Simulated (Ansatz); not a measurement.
`C[SiH](S)Br`. Total charge 0; spin multiplicity 1. The structure was optimised at the PBE0-D4/def2-TZVP level. It is one conformer, not always the lowest.

```xyz
9

C     0.688   -0.679    0.708
Si    0.030    0.695   -0.352
S    -2.081    0.911   -0.206
Br    0.671    0.300   -2.452
H     1.775   -0.735    0.620
H     0.423   -0.502    1.753
H     0.269   -1.638    0.398
H     0.561    2.024    0.026
H    -2.336   -0.377   -0.494
```

Problem. What is the dipole moment at r2SCAN/def2-TZVPP? (Best estimate.)

Solution. The calculation gave: 2.04 D, with components (0.29, -1.23, 1.60) D in this frame, pointing from negative to positive charge.

Problem. And with PBE, B3LYP, ωB97M-V? (Estimate.)

Solution. Ansatz gave: PBE 1.96 D, B3LYP 1.98 D, ωB97M-V 2.00 D.

Problem. Give the Mulliken charges with r2SCAN, B3LYP, PBE in def2-TZVPP. (Best estimate.)

Solution. Ansatz gave: 
| atom | r2SCAN | B3LYP | PBE |
| --- | --- | --- | --- |
| C1 | -0.29 | -0.36 | -0.35 |
| Si2 | 0.49 | 0.47 | 0.39 |
| S3 | -0.26 | -0.25 | -0.24 |
| Br4 | -0.24 | -0.24 | -0.21 |
| H5 | 0.09 | 0.12 | 0.12 |
| H6 | 0.09 | 0.12 | 0.12 |
| H7 | 0.08 | 0.11 | 0.11 |
| H8 | -0.07 | -0.06 | -0.05 |
| H9 | 0.11 | 0.11 | 0.12 |

B3LYP here is the variant with VWN-RPA as its local correlation; programs differ in this.
